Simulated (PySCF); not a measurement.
# Calculated NMR data

Gas phase, one computed conformer, non-relativistic, fast rotation and ring inversion assumed for equivalent nuclei. PBE0/pcSseg-1 with gauge-including orbitals; geometry: GFN2-xTB; PySCF 2.14.

Scale: 1H (31.72 ppm), 13C (186.93 ppm) against TMS (reference shieldings calculated alike). Splittings of carbon signals by F and P are missing where no couplings were computed. Where no couplings were computed, multiplicities follow the n + 1 count of equivalent neighbours, and m marks all less simple cases (inequivalent or close neighbours, rings, F or P nearby). Shifts are as computed. Against solution values, carbons near 30 ppm lie about +3 ppm off and those near 130 ppm about +5 ppm; carbons on Cl a further +6 ppm. Of 1211 compounds with measured shifts, 218 miss one by over three times the rms of a fit or turn the order of signals round; such compounds aren't used in these exercises. Carbons bonded to Cl come out too deshielded.

Compound 1 (C$_{5}$H$_{7}$N$_{2}$P). 1H NMR (400 MHz, computed): δ 8.84 (m, 1H), 8.71 (m, 1H), 3.63 (m, 1H), 1.19 (m, 2H), 1.06 (m, 2H). 13C{1H} NMR (computed): δ 166.4 (CH), 166.1 (CH), 35.6 (CH), 10.5 (CH2). Structure: `c1nn(C2CC2)cp1`.

Compound 2 (C$_{6}$H$_{3}$Cl$_{5}$). 1H NMR (400 MHz, computed): δ 6.60 (s, 1H), 4.33 (m, 1H), 4.18 (m, 1H). 13C{1H} NMR (computed): δ 145.6, 142.0, 126.3, 109.8, 73.4, 67.8. Structure: SMILES C=C1C(C(Cl)Cl)=C1C(Cl)(Cl)Cl.
